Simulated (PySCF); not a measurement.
Species: C$_{2}$H$_{6}$GeI, net charge 0, doublet state. It need not be the lowest isomer of its formula. SMILES: [I][Ge]([CH3])[CH3]
Structure (B3LYP-D3(BJ)/def2-TZVP (Ansatz) minimum search):
```
Ge
C 1 1.9836
H 2 1.0875 1 110.40
H 2 1.0904 3 109.68 1 -120.56
H 2 1.0912 3 109.43 4 -120.15
C 1 1.9836 2 110.25 3 175.10
H 6 1.0875 1 110.40 2 -175.10
H 6 1.0904 7 109.68 1 120.56
H 6 1.0912 7 109.43 8 120.15
I 1 2.5725 2 107.04 3 59.01
```
Charge 0, spin multiplicity 2.

Dispersion corrections to the total energy (kcal/mol) from the dftd3 and dftd4 libraries through PySCF: D3(BJ) without and D4 with the three-body term, each with the damping fitted for the functional named.

```
functional  D3(BJ)     D4
----------  ------  -----
B2PLYP       -5.37  -3.81
B3LYP          ___  -8.87
PBE0         -5.12  -4.70
BP86        -10.24    ___
PBE          -5.51    ___
LC-wPBE      -5.94  -6.17
HSE06        -4.44  -4.45
```

Complete the blanks.


- B3LYP, D3(BJ): -10.38
- BP86, D4: -7.72
- PBE, D4: -5.45
